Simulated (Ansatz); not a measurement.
`N#[C][SnH2][Cl]` + `C[SeH]` → `C[Se][SnH2][Cl]` + `C#N` at 600 K and 1 bar (ligand exchange at the Sn–C bond).

Calculated with Ansatz (gas phase, PBE0-D4/def2-TZVP geometries, no zero-point term in ΔE). CCSD(T)/CBS is the MP2 limit (def2-TZVPP, def2-QZVPP) plus CCSD(T) − MP2 in def2-TZVPP, frozen cores. This one scheme is used for every species. Elements past krypton have def2 core potentials. For Se, Sn outer-core shells are correlated without core-valence functions, which leaves a few kJ/mol of doubt a bond. Scalar relativity is left out up to krypton. Each species was taken in one conformer, which may not be the lowest.

| species | CCSD(T)/CBS energy (Eh) | H − E (kJ/mol) | S (J/(mol·K)) |
| --- | --- | --- | --- |
| `N#[C][SnH2][Cl]` | -767.77261 | 107.5 | 403.7 |
| `C[SeH]` | -2441.15625 | 149.5 | 312.9 |
| `C[Se][SnH2][Cl]` | -3115.63330 | 200.5 | 475.6 |
| `C#N` | -93.32098 | 64.3 | 228.4 |

H − E and S are ideal-gas, rigid-rotor, harmonic terms from PBE0-D4/def2-TZVP, for one conformer and one mirror image of each species. 1 Eh = 2625.50 kJ/mol, R = 8.31446 J/(mol·K).

Question: By hand: ΔE, ΔH, ΔS and ΔG.

Answer: ΔE = (-3115.63330) + (-93.32098) − (-767.77261) − (-2441.15625) = -0.02542 Eh = -66.7 kJ/mol. Δ(H − E) = 200.5 + 64.3 − 107.5 − 149.5 = 7.8, so ΔH = -58.9 kJ/mol. ΔS = 475.6 + 228.4 − 403.7 − 312.9 = -12.6 J/(mol·K). ΔG = -58.9 − 600 × (-12.6)/1000 = -51.3 kJ/mol.

Question: By hand: the equilibrium constant, and the temperature at which ΔG would vanish if ΔH and ΔS stayed fixed.

Answer: log₁₀ K = −ΔG/(RT ln 10) = 4.5. ΔG = 0 at ΔH/ΔS = 4675 K, far beyond where these terms or the molecules hold.

The number of gas molecules stays the same, so ΔS is small and ΔH decides. A doubt of 5 kJ/mol in ΔE shifts log₁₀ K by 0.4 here. Other conformers and mirror images would add mixing entropy, several J/(mol·K) or more a flexible species. Modes under 60 cm⁻¹, often nearly free rotors, make the harmonic entropy too high. These are equilibria of isolated gas molecules and say nothing of rates. Largest T1 diagnostic: 0.014 (customary marks: 0.02 for closed shells, 0.045 for open ones).
